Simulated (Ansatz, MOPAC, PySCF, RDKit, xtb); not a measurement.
Complex: CH4O (SMILES CO) (first 6 atoms) with CH2O2 (SMILES O=CO); geometry from B3LYP-D3(BJ)/def2-TZVP, rigid monomers moved along the line of their centres of mass till O2···H11 is 1.95 Å.
(charge 0, multiplicity 1):
```xyz
11

C     -0.1896    -0.3503     0.1830
O      0.4893    -0.8055     1.3522
H     -0.9040     0.4454     0.4141
H     -0.7288    -1.2018    -0.2278
H      0.5196     0.0110    -0.5655
H      0.9374    -0.0547     1.7799
O      0.8016     0.9396     3.8152
C     -0.0088     0.3055     4.4524
O     -0.6645    -0.7622     4.0269
H     -0.2928     0.5590     5.4816
H     -0.3762    -0.9535     3.0907
```

Counterpoise-corrected where a basis set is named; no monomer relaxation. Rows marked so take none.

Rows in 6-31G* carry no dispersion term and start afresh at each structure (6-31G* with six Cartesian d functions). MP2/6-31G* freezes PySCF's default core. The state that PM3 reach isn't checked.

Programs: Ansatz (Gaussian basis) for Hartree–Fock, density functionals and correlated methods; MOPAC for PM3 (differences of heats of formation); PySCF for 6-31G* rows, the dispersion terms; RDKit for the force fields; xtb for the GFN methods. 

```csv
level,interaction energy (meV)
MMFF94,-386.5
PM3,-150.2
GFN1-xTB,-443.4
HF/6-31G*,-398.9
HF/aug-cc-pVDZ,-357.9
PBE-D4/def2-TZVPPD,-489.2
B3LYP/6-31G*,-457.3
M06-2X/6-31G* (no counterpoise),(withheld)
MP2/6-31G*,(withheld)
```

Problem. What belongs in the gaps?

Solution. 
- M06-2X/6-31G* (no counterpoise), interaction energy (meV): -638.6
- MP2/6-31G*, interaction energy (meV): -433.2

Ansatz is a quantum-chemistry and plane-wave program.
